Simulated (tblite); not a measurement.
Parent: `[CH3:1][CH2:2][P@@+:3]([CH3:4])([NH2:5])[N:6]([CH3:7])[CH3:8]` (charge +1) with C1–C2–P3–C4 -177°, C2–P3–N5–H 179° and -46°, C2–P3–N6–C7 74°, [C5H16N2P]+.

Structures optimised with GFN2-xTB, isolated species. One conformer each, not checked by frequencies here.

```
coordinate of the parent    value
                   C1–C2  1.524 Å
                   C2–P3  1.834 Å
                   P3–C4  1.820 Å
                   P3–N5  1.646 Å
                   P3–N6  1.650 Å
                   N6–C7  1.457 Å
                   N6–C8  1.459 Å
                C1–C2–P3   111.9°
                C2–P3–C4   108.3°
                C2–P3–N5   106.0°
                C2–P3–N6   118.6°
                C4–P3–N5   113.0°
                C4–P3–N6   107.4°
                N5–P3–N6   103.6°
                P3–N6–C7   119.6°
                P3–N6–C8   120.1°
                C7–N6–C8   112.7°
```

Question: How does the shared frame change in `[CH3:1][C:2]#[C:3][P@+:4]([CH3:5])([NH2:6])[N:7]([CH3:8])[CH3:9]` (charge +1) with C3–P4–N6–H 76° and -62°, C3–P4–N7–C8 175°, [C6H14N2P]+? Atoms pair as C1 = C2, C2 = C3, P3 = P4, C4 = C5, N5 = N6, N6 = N7, C7 = C9, C8 = C8 (parent first).

Answer: 
```
  parent  relative  value in the relative  change
   C1–C2     C2≡C3                1.209 Å  -0.315
   C2–P3     C3–P4                1.745 Å  -0.089
   P3–C4     P4–C5                1.818 Å  -0.002
   P3–N5     P4–N6                1.646 Å   0.000
   P3–N6     P4–N7                1.647 Å  -0.003
   N6–C7     N7–C9                1.455 Å  -0.002
   N6–C8     N7–C8                1.457 Å  -0.002
C1–C2–P3  C2–C3–P4                 174.9°   +63.0
C2–P3–C4  C3–P4–C5                 109.0°    +0.7
C2–P3–N5  C3–P4–N6                 114.4°    +8.4
C2–P3–N6  C3–P4–N7                 107.0°   -11.6
C4–P3–N5  C5–P4–N6                 105.4°    -7.6
C4–P3–N6  C5–P4–N7                 117.2°    +9.8
N5–P3–N6  N6–P4–N7                 104.1°    +0.5
P3–N6–C7  P4–N7–C9                 120.3°    +0.7
P3–N6–C8  P4–N7–C8                 118.3°    -1.8
C7–N6–C8  C9–N7–C8                 113.7°    +1.0
```

Of the parent's bonds, C1–C2 changes most (-0.315 Å). Bonds of the relative outside the shared frame: C1–C2 1.429 Å. Point group C1 → C1.

Question: How does the shared frame change in `[CH3:1][CH2:2][P@+:3]([CH3:4])([NH2:5])[N:6]([SiH3:7])[SiH3:8]` (charge +1) with C1–C2–P3–C4 57°, C2–P3–N5–H -59° and 165°, C2–P3–N6–Si7 147°, [C3H16N2PSi2]+? Atoms pair as C1 = C1, C2 = C2, P3 = P3, C4 = C4, N5 = N5, N6 = N6 (parent first).

Answer: 
```json
{"parent": "C1–C2", "relative": "C1–C2", "value in the relative": "1.525 Å", "change": "+0.001"}
{"parent": "C2–P3", "relative": "C2–P3", "value in the relative": "1.818 Å", "change": "-0.016"}
{"parent": "P3–C4", "relative": "P3–C4", "value in the relative": "1.809 Å", "change": "-0.011"}
{"parent": "P3–N5", "relative": "P3–N5", "value in the relative": "1.648 Å", "change": "+0.002"}
{"parent": "P3–N6", "relative": "P3–N6", "value in the relative": "1.650 Å", "change": "0.000"}
{"parent": "C1–C2–P3", "relative": "C1–C2–P3", "value in the relative": "111.4°", "change": "-0.5"}
{"parent": "C2–P3–C4", "relative": "C2–P3–C4", "value in the relative": "111.7°", "change": "+3.4"}
{"parent": "C2–P3–N5", "relative": "C2–P3–N5", "value in the relative": "104.8°", "change": "-1.2"}
{"parent": "C2–P3–N6", "relative": "C2–P3–N6", "value in the relative": "110.6°", "change": "-8.0"}
{"parent": "C4–P3–N5", "relative": "C4–P3–N5", "value in the relative": "104.6°", "change": "-8.4"}
{"parent": "C4–P3–N6", "relative": "C4–P3–N6", "value in the relative": "110.8°", "change": "+3.4"}
{"parent": "N5–P3–N6", "relative": "N5–P3–N6", "value in the relative": "114.0°", "change": "+10.4"}
```

Of the parent's bonds, C2–P3 changes most (-0.016 Å). Bonds of the relative outside the shared frame: N6–Si7 1.781, N6–Si8 1.785 Å. Point group C1 → C1.

Question: How does the shared frame change in `[CH3:1][N:2]([CH3:3])[P@@+:4]([CH3:5])([NH2:6])[CH:7]1[CH2:8][CH2:9]1` (charge +1) with C1–N2–P4–C5 86°, N2–P4–N6–H -166° and 54°, N2–P4–C7–C8 -59°, [C6H16N2P]+? Atoms pair as P3 = P4, C4 = C5, N5 = N6, N6 = N2, C7 = C1, C8 = C3 (parent first).

Answer: 
| parent | relative | value in the relative | change |
| --- | --- | --- | --- |
| P3–C4 | P4–C5 | 1.819 Å | -0.001 |
| P3–N5 | P4–N6 | 1.644 Å | -0.002 |
| P3–N6 | P4–N2 | 1.650 Å | 0.000 |
| N6–C7 | N2–C1 | 1.457 Å | 0.000 |
| N6–C8 | N2–C3 | 1.459 Å | 0.000 |
| C4–P3–N5 | C5–P4–N6 | 105.0° | -8.0 |
| C4–P3–N6 | C5–P4–N2 | 116.6° | +9.2 |
| N5–P3–N6 | N6–P4–N2 | 103.3° | -0.3 |
| P3–N6–C7 | P4–N2–C1 | 120.7° | +1.1 |
| P3–N6–C8 | P4–N2–C3 | 117.5° | -2.6 |
| C7–N6–C8 | C1–N2–C3 | 113.0° | +0.3 |

No shared bond changes by more than 0.004 Å. Bonds of the relative outside the shared frame: P4–C7 1.809, C7–C8 1.506, C8–C9 1.488, C7–C9 1.507 Å. Point group C1 → C1.

All values are computed, not measured.
